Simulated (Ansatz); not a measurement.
C$_{3}$H$_{8}$Si, SMILES `C[SiH]1CC1` at its PBE0-D4/def2-TZVP geometry, where that method's forces vanish. The species carries charge 0 and has multiplicity 1.

```xyz
12

C     1.1029   -1.4127    0.5240
Si    0.0190   -0.3792   -0.5825
C    -0.0924    1.4472   -0.3532
C    -1.3368    0.6526    0.1230
H     0.6907   -2.4159    0.6545
H     2.1095   -1.5098    0.1110
H     1.1813   -0.9452    1.5080
H    -0.1650   -0.9125   -1.9521
H     0.4921    1.9245    0.4276
H    -0.2396    2.0946   -1.2116
H    -1.5128    0.6453    1.1945
H    -2.2490    0.8111   -0.4431
```

Q: What forces (eV/Å) does PBE-D4/def2-TZVPP give on these atoms in Ansatz 0.2.0? (Estimate.)

A: Computed: 
```
C1  -0.018  0.016 -0.020
Si2  0.108 -0.231 -0.104
C3   0.016  0.124 -0.002
C4  -0.108  0.045  0.044
H5  -0.071 -0.194  0.032
H6   0.195 -0.023 -0.070
H7   0.021  0.082  0.191
H8  -0.027 -0.048 -0.150
H9   0.129  0.096  0.143
H10 -0.012  0.131 -0.171
H11 -0.045 -0.016  0.210
H12 -0.188  0.019 -0.103
```
